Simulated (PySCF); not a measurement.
C₂H₄NO, SMILES C([N]C)=O, multiplicity 2.

Geometry optimised at B3LYP-D3(BJ)/def2-SVP. The isomer is the one that the SMILES or the coordinates give; other isomers of the formula were not compared. Other conformers were not sampled.

Method: SMD-M06-2X/6-31G* (PySCF).

Solvation free energies are E(SMD) − E(gas) at the gas-phase geometry, for 1 M in both phases. In vacuum the dipole moment is 1.96 D.

Problem. Rank water, toluene, 1-octanol by solvation free energy, most negative first.

Solution. water (-6.5 kcal/mol), 1-octanol (-3.8 kcal/mol), toluene (-2.6 kcal/mol)
